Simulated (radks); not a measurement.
Results of a calculation; reference values are marked as such.
Yb+, 69 electrons, occupied as [Kr] 4d10 4f14 5p6 6s1 6p2 (not the ground configuration). Code: a radial shooting solver on a logarithmic mesh with Libxc functionals. Model: Dirac Kohn-Sham, RPBE, spin-unpolarised, spherical densities, point nucleus; open shells fill j = l - 1/2 first.

Radial electron density D(r) = 4 pi r^2 rho(r):

```
   r/bohr * D(r) (the largest magnitude, 125, reaches the edge; | marks zero)
0.0008379 | *
 0.001145 |  *
 0.001564 |    *
 0.002137 |       *
 0.002896 |            *
 0.003956 |                  *
 0.005404 |                         *
 0.007324 |                                 *
  0.01001 |                                        *
  0.01367 |                                          *
  0.01867 |                                        *
  0.02531 |                                     *
  0.03458 |                                        *
  0.04724 |                                                  *
  0.06453 |                                                      *
  0.08746 |                                              *
   0.1195 |                                          *
   0.1632 |                                                 *
    0.223 |                                       *
   0.3022 |                        *
   0.4129 |                           *
   0.5641 |                        *
   0.7645 |            *
    1.044 |     *
    1.427 |  *
    1.949 |*
    2.642 |*
    3.609 *
     4.93 *
    6.736 *
    9.129 *
```

D(r) has 4 maxima, at r = 0.0136, 0.0605, 0.169, 0.458 bohr, and minima at 0.0263, 0.110, 0.322 bohr, inside which lie 2.02, 11.18, 29.71 electrons.
